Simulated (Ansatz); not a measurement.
Basis sets compared for [MoO(H2O)Cl4]- (MoCl₄O₂H₂⁻). Total charge -1; doublet. Geometry r2SCAN-D4/def2-SVPD. Ansatz on 4 threads of Arm Neoverse V1 on a shared host; times are rough, and most runs start from earlier orbitals.

```xyz
9

Mo   -0.612    0.442   -0.470
O    -1.651    1.608   -1.034
O     1.037   -1.124    0.585
H     0.672   -1.014    1.480
H     1.771   -0.487    0.546
Cl    1.383    1.792   -0.123
Cl   -1.975   -1.497   -0.445
Cl    0.398   -0.356   -2.460
Cl   -1.023    0.635    1.921
```

In the def2 sets Mo takes a core potential; there is no spin–orbit coupling. No other spin state of charge -1 was run.

| level | functions | energy (Eh) | HOMO (eV) | LUMO (eV) | wall time |
| --- | --- | --- | --- | --- | --- |
| PBE-D4/def2-SVPD | 204 | -2059.5212 | -1.41 | -0.25 | 9.5 s |
| PBE0-D4/def2-SVPD | 204 | -2059.6040 | -3.22 | 0.58 | 15 s |

Task: Estimate the rows for PBE-D4/def2-TZVPD, PBE0-D4/def2-TZVPD.

Result: 
```
             level  functions  energy (Eh)  HOMO (eV)  LUMO (eV)  wall time
 PBE-D4/def2-TZVPD        322   -2060.3220      -1.30      -0.13       16 s
PBE0-D4/def2-TZVPD        322   -2060.3999      -3.09       0.74       32 s
```
